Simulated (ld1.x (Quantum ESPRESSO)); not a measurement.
**PBE PAW dataset for K (Z = 19), fully relativistic all-electron reference.**

| Property | Result |
| --- | --- |
| Element | potassium |
| Generator | ld1.x (Quantum ESPRESSO) 7.5 |
| Type | PAW |
| Functional | PBE |
| Relativity | fully relativistic |
| Frozen core | [Ne] |
| Valence charge | 9 |
| Reference configuration | 3s2 3p6 3d0 4s0 4p0 (charge +1) |
| Partial waves | 3s (bound): rcut 2.25, rcutus 2.65 bohr; 4s (bound, empty): rcut 2.25, rcutus 2.65 bohr; 3p (bound): rcut 1.95, rcutus 2.35 bohr; 4p (bound, empty): rcut 1.95, rcutus 2.35 bohr; 3d (bound, empty): rcut 1.90, rcutus 2.50 bohr; 3d channel at 0.9 Ry: rcut 1.90, rcutus 2.50 bohr |
| Local potential | all-electron potential smoothed inside 1.80 bohr (lloc = -1) |
| Core correction | Bessel-smoothed model core, default radius (core density twice the valence density) |
| Augmentation charge | BG, radius 1.70 bohr |

Open shells are filled in proportion to 2j + 1 (rel_dist='average').

* Configuration tests: test run stopped at test 1 of 7 (negative rho)

The ghost test of this file was not conclusive.
